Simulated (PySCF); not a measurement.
# Broadened absorption spectrum of C5H11FO

Species: C5H11FO.
SMILES: `CO[C@@H](C)[C@H](C)F`

Computed, not measured: PySCF, TDDFT wB97X-D/def2-SVPD, vertical, gas phase, core orbitals frozen in the response. The structure is a single GFN2-xTB conformer in the gas phase; no vibrational or solvent corrections. Torsions of this conformer, `[CH3:1][O:2][C@@H:3]([CH3:4])[C@H:5]([CH3:6])[F:7]`: C1–O2–C3–C4 163°, O2–C3–C5–C6 -163°.

Broadening: Gaussians 0.5 eV wide at half height, area fixed by f = 4.319×10⁻⁹ ∫ε dν̃. The cross-section is σ = 3.8235×10⁻²¹ ε cm², given in Mb (10⁻¹⁸ cm²). The width is an assumption, not a result. The curve ends short of the highest state used, and states not computed would add to its high-energy end.

(E (eV), σ (Mb)): (6.94, 0.00), (7.01, 0.01), (7.08, 0.03), (7.14, 0.07), (7.21, 0.16), (7.28, 0.32), (7.35, 0.56), (7.42, 0.91), (7.49, 1.31), (7.56, 1.71), (7.63, 2.04), (7.69, 2.24), (7.76, 2.42), (7.83, 2.64), (7.90, 3.06), (7.97, 3.81), (8.04, 4.88), (8.11, 6.16), (8.18, 7.44), (8.24, 8.41), (8.31, 9.28), (8.38, 9.86), (8.45, 10.13), (8.52, 10.04), (8.59, 9.51), (8.66, 8.53), (8.72, 7.40), (8.79, 5.96), (8.86, 4.67), (8.93, 3.78)

(1) Where are the band maxima, and which computed states make them?

(2) Coming from long wavelengths, where does ε first pass 100 L mol⁻¹ cm⁻¹?

Results:

(1) 146 nm (8.47 eV), ε about 2700, made up of S2 (18%), S3 (21%) and S4 (61%) (ε in L mol⁻¹ cm⁻¹; maxima over ε = 5, shares over 10%). The states used: S1 7.69 eV (f 0.0097); S2 8.21 eV (f 0.019); S3 8.30 eV (f 0.014); S4 8.60 eV (f 0.036); S5 8.86 eV (f 0.0023); S6 9.26 eV (f 0.017); S7 9.31 eV (f 0.0010); S8 9.53 eV (f 0.0007).

(2) At about 170 nm (7.30 eV), 0.39 eV below S1.

Time: 48 s. Hardware: one thread, Arm Neoverse V1 (shared host).
